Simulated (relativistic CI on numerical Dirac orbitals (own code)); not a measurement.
# Slater and spin-orbit integrals, Tm⁶³⁺

Method of calculation: Dirac-Coulomb-Breit CI, KLI orbitals optimised for each configuration, model QED, unscaled Slater integrals (own radial code, finite nucleus).

Slater integrals F^k, G^k are unscaled and averaged over j, outside the closed core 1s2; ζ comes from projecting the Hamiltonian with its Breit term on Σ l·s of the shell.

- 2s²2p²: F^2(2p,2p) = 1.3163e+06, ζ(2p) = 5.6639e+06 cm⁻¹; <r>(2p) = 0.07154, <r^2>(2p) = 0.006231 (bohr units).
- 2s2p³: F^2(2p,2p) = 1.3152e+06, G^1(2s,2p) = 1.4089e+06, ζ(2p) = 5.6489e+06 cm⁻¹; <r>(2s) = 0.08125, <r^2>(2s) = 0.007829, <r>(2p) = 0.07161, <r^2>(2p) = 0.006242 (bohr units).
- 2p⁴: F^2(2p,2p) = 1.3134e+06, ζ(2p) = 5.6342e+06 cm⁻¹; <r>(2p) = 0.0717, <r^2>(2p) = 0.006258 (bohr units).

Averages of the first 10 configurations, taken without configuration mixing, which lowers the lowest level and can move excited configurations by several eV; other configurations of the list can lie among them:

```
Configuration  Parity  States  Average energy above the lowest level (eV)
       2s²2p²    even      15                                      1391.7
        2s2p³     odd      40                                      2369.9
          2p⁴    even      15                                      3405.9
        2p³3s     odd      40                                     11495.1
        2p³3p    even     120                                     11780.2
        2p³3d     odd     200                                     12006.2
      2s²2p3s     odd      12                                      9551.3
      2s²2p3p    even      36                                      9847.0
      2s²2p3d     odd      60                                     10073.0
      2s2p²3s    even      60                                     10494.1
```
